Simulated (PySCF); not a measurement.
HO2Si, SMILES [O][Si]O (connectivity only; charge and spin as stated), neutral, multiplicity 2. Atoms are numbered in the order given.

```xyz
4

Si    -0.3826     0.1026     0.0000
O      0.3414     1.4462     0.0000
O      0.3542    -1.3582     0.0000
H     -0.2091    -2.1412     0.0000
```
Charge 0, spin multiplicity 2.

Coordinates come from a r2SCAN-D4/def2-TZVP optimisation. Other conformers were not sampled.

Method: PBE0/pcH-1 (PySCF).

Unrestricted Kohn–Sham, ⟨S²⟩ = 0.755. Hyperfine tensors hold the contact and dipolar terms, without spin-orbit corrections.

Computed hyperfine couplings:
| nucleus | A(iso) (MHz) | A(iso) (G) | dipolar principal values (MHz) |
|---|---|---|---|
| 29Si no. 1 | -725.7 | -259.0 | -93.2, 35.8, 57.4 |
| 17O no. 2 | -2.2 | -0.8 | -93.2, 42.7, 50.5 |
| 17O no. 3 | -47.2 | -16.8 | -49.4, 22.5, 26.9 |
| 1H no. 4 | -10.5 | -3.7 | -13.5, -4.8, 18.3 |

Task: And the g tensor (effective nuclear charges for spin-orbit coupling, GIAO)? (Estimate from the structure and the level; the computed values follow.)

Result: principal values 1.9956, 2.0015, 2.0035; isotropic 2.0002.
